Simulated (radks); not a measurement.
Results of a calculation; reference values are marked as such.
Ho, 67 electrons, occupied as [Xe] 4f11 6s2. Level of theory: scalar-relativistic Kohn-Sham, revPBE, spin-polarised, spherical densities, point nucleus; open shells are filled with parallel spins first (spin-orbit coupling, left out, can overturn this in heavy ions) (a radial shooting solver on a logarithmic mesh with Libxc functionals).

Normalised radial functions P(r) = r R(r), r in bohr:

r         6s down  4f down
0.001393   0.0166   0.0000
0.001622   0.0186   0.0000
0.001903   0.0209   0.0000
0.002216   0.0233   0.0000
0.0026     0.0260   0.0000
0.003027   0.0287   0.0000
0.003552   0.0316   0.0000
0.004135   0.0344   0.0000
0.004853   0.0373   0.0000
0.005649   0.0398   0.0000
0.006577   0.0420   0.0000
0.007718   0.0435   0.0000
0.008985   0.0441   0.0000
0.01054    0.0434   0.0000
0.01227    0.0411   0.0001
0.0144     0.0366   0.0002
0.01677    0.0299   0.0003
0.01968    0.0201   0.0005
0.02291    0.0082   0.0008
0.02688   -0.0070   0.0015
0.0313    -0.0231   0.0025
0.03673   -0.0404   0.0043
0.04276   -0.0552   0.0072
0.04978   -0.0659   0.0118
0.05841   -0.0698   0.0196
0.068     -0.0635   0.0313
0.0798    -0.0447   0.0502
0.0929    -0.0156   0.0770
0.109      0.0233   0.1179
0.1269     0.0611   0.1721
0.1489     0.0914   0.2488
0.1734     0.1007   0.3422
0.2035     0.0816   0.4616
0.2369     0.0355   0.5909
0.2758    -0.0292   0.7276
0.3236    -0.0978   0.8664
0.3767    -0.1404   0.9787
0.4421    -0.1405   1.0599
0.5147    -0.0909   1.0905
0.604      0.0031   1.0705
0.7031     0.1073   1.0074
0.8251     0.1990   0.9065
0.9606     0.2417   0.7917
1.127      0.2225   0.6643
1.312      0.1425   0.5460
1.54       0.0075   0.4310
1.793     -0.1451   0.3348
2.087     -0.2953   0.2536
2.449     -0.4264   0.1848
2.851     -0.5105   0.1344
3.346     -0.5501   0.0950
3.895     -0.5382   0.0675
4.571     -0.4757   0.0458
5.322     -0.3823   0.0305
6.245     -0.2736   0.0190
7.27      -0.1813   0.0116
8.532     -0.1055   0.0065
9.932     -0.0556   0.0035
11.66     -0.0242   0.0017
13.57     -0.0092   0.0007

6s down: eigenvalue -3.703 eV, 5 radial nodes at r = 0.0250, 0.0993, 0.258, 0.601, 1.55 bohr, <r> = 4.11 bohr, 90 % of the charge inside 6.12 bohr. 4f down: eigenvalue -1.895 eV, 0 radial nodes, <r> = 0.881 bohr, 90 % of the charge inside 1.56 bohr.
